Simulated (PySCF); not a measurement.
# A composite method against measured constants

PySCF. The composite is CCSD(T) extrapolated to the basis-set limit from two correlation-consistent sets, with core-valence (CV) and scalar-relativistic (SR) terms as its label shows; it has no spin–orbit coupling and nothing beyond (T). Measured values: Huber and Herzberg, Constants of Diatomic Molecules (1979).

| molecule | composite | Re computed (Å) | Re measured (Å) | ωe computed (cm⁻¹) | ωe measured (cm⁻¹) |
| --- | --- | --- | --- | --- | --- |
| BeO | CCSD(T)/CBS(TQ)+CV+SR | 1.3318 | 1.3309 | 1486.6 | 1487.32 |
| RbH | CCSD(T)/CBS(TQ) | 2.3680 | 2.367 | 939.6 | 936.94 |
| BaS | CCSD(T)/CBS(DT)+CV | 2.5324 | 2.5074 | 374.5 | 379.42 |
| LiBr | CCSD(T)/CBS(TQ)+CV | 2.1770 | 2.170427 | 561.1 | 563.16 |
| O2 | CCSD(T)/CBS(TQ)+CV+SR | 1.2043 | 1.20752 | 1610.0 | 1580.193 |
| Li2 | CCSD(T)/CBS(TQ)+CV+SR | 2.6778 | 2.6729 | 350.8 | 351.43 |
| SrS | CCSD(T)/CBS(DT)+CV | 2.4505 | 2.4405 | 382.8 | 388.38 |
| BrCl | CCSD(T)/CBS(TQ)+CV | 2.1346 | 2.136065 | 450.2 | 444.276 |

Q: Give the mean absolute errors, and the molecules missed most.

A: Re 6.6 mÅ, most for BaS (+25.0 mÅ); ωe 6.5 cm⁻¹, most for O2 (+29.8 cm⁻¹).

The molecules are drawn from runs that passed checks on state, spin purity and fit, so the hardest cases are missing and the errors look smaller than over all diatomics.

Correlated steps freeze the inner cores (2 to 28 orbitals); shallow outer-core shells are correlated. Spin–orbit coupling is left out. The CCSD T1 diagnostic is raised in BaS, BeO, SrS, a sign that a single reference may not be enough there. States were picked by a PBE0 search and need not be the measured ground states.
